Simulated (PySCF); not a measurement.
**Two-component Hartree-Fock for Hg²⁺ (mercury, charge +2)**

Start: [Xe] 4f14 5d10. Calculated with PySCF 2.14 in x2c-TZVPPall-2c: generalised Hartree-Fock with the X2C-1e Hamiltonian and a Gaussian nucleus; one run each with spin-orbit coupling (SO) switched off, then screened by Boettger's factors.

```csv
spinor shell,electrons,"ε, spin-free (eV)","ε, screened SO (eV)",weight of nominal j (screened SO),"rms radius, screened SO (bohr)"
1s1/2,2,-83591.2,-83557.7,1.000,0.0187
2s1/2,2,-14985.8,-14975.4,1.000,0.0755
2p1/2,2,-12939.7,-14344.7,1.000,0.0639
2p3/2,4,-12939.7,-12391.6,1.000,0.0720
3s1/2,2,-3641.2,-3637.9,1.000,0.193
3p1/2,2,-3040.8,-3354.9,1.000,0.184
3p3/2,4,-3040.8,-2915.9,1.000,0.201
3d3/2,4,-2398.2,-2453.0,1.000,0.176
3d5/2,6,-2398.2,-2359.3,1.000,0.180
4s1/2,2,-853.16,-852.21,1.000,0.424
4p1/2,2,-653.01,-729.84,1.000,0.429
4p3/2,4,-653.01,-622.35,1.000,0.463
4d3/2,4,-410.01,-422.07,1.000,0.475
4d5/2,6,-410.01,-401.40,1.000,0.486
5s1/2,2,-157.61,-157.50,1.000,0.972
4f5/2,6,-138.80,-140.86,1.000,0.525
5p1/2,2,-101.67,-115.27,1.000,1.05
5p3/2,4,-101.67,-96.338,1.000,1.15
5d3/2,4,-35.284,-36.605,1.000,1.51
5d5/2,6,-35.284,-34.428,1.000,1.57
```

**Question.** Where does 4f7/2 lie, and what is the 4f spin-orbit splitting (screened SO)?

**Answer.** At -136.62 eV, 4.242 eV above 4f5/2.

| quantity | spin-free | screened SO |
| --- | --- | --- |
| E (hartree) | -19606.67016 | -19638.72008 |
| M_J | 0 | 0 |
| ⟨J²⟩ | 0.000 | 0.000 |
| ⟨L²⟩ | 0.000 | 0.183 |
| ⟨S²⟩ | 0.000 | 0.183 |

Breit and QED terms are absent; they matter most for the inner s and p1/2 levels.

Densities and radii are taken from the X2C orbitals without a picture-change correction, which distorts them close to the nucleus.

Without spin-orbit coupling the j labels of p, d and f shells carry no meaning; the spin-free column gives the mean over the occupied spinors of each nl shell.
